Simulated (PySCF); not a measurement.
**Cu⁺: ionisation energy**

Cu⁺ [Ar] 3d10 → Cu²⁺ [Ar] 3d9 [3d3/2^4 3d5/2^5, M_J = 5/2], as a difference of total energies. Computed with PySCF 2.14 in x2c-TZVPPall-2c (6s7p4d2f1g, 70 functions), with the two-component X2C-1e Hamiltonian. Correlated levels: [Ne] frozen; the 6 highest virtual spinors dropped. "Screened" scales the spin-orbit matrix elements by Boettger's factors to mimic the two-electron term; Breit and QED terms are absent.

Order these methods by the ionisation energy they give, lowest first.
A. GHF (spin-free)
B. GMP2 (screened spin-orbit)
C. GMP2 (spin-free)
D. GHF (screened spin-orbit)

D (17.160 eV), A (17.268 eV), B (21.249 eV), C (21.358 eV).

Errors of the correlated levels include the incompleteness of this basis and the frozen core.

For comparison: 20.292 eV (measured; NIST Atomic Spectra Database, ionization energies).
